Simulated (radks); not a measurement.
W III, configuration [Xe] 4f13.5 5d4 6s0.5 (fractional occupations, a model configuration). Method: Dirac Kohn-Sham, PBE, spin-unpolarised, spherical densities, point nucleus; open shells are shared between the two j in proportion to 2j + 1; computed with a radial shooting solver on a logarithmic mesh with Libxc functionals.

Normalised radial functions P(r) = r R(r) (large component), r in bohr:

```
   r/bohr * 4f7/2 (the largest magnitude, 1.28, reaches the edge; | marks zero)
 0.002247 *
 0.003046 *
 0.004095 *
 0.005549 *
 0.007461 *
  0.01011 *
   0.0137 *
  0.01842 *
  0.02497 *
  0.03357 *
   0.0455 |*
  0.06117 | *
   0.0829 |   *
   0.1115 |        *
   0.1511 |                  *
   0.2047 |                               *
   0.2752 |                                            *
    0.373 |                                                      *
   0.5015 |                                                      *
   0.6797 |                                            *
   0.9139 |                             *
    1.239 |                *
    1.665 |      *
    2.257 | *
    3.058 |*
    4.112 *
    5.573 *
    7.493 *
```

4f7/2: eigenvalue -54.356 eV, 0 radial nodes, <r> = 0.603 bohr, 90 % of the charge inside 0.995 bohr.
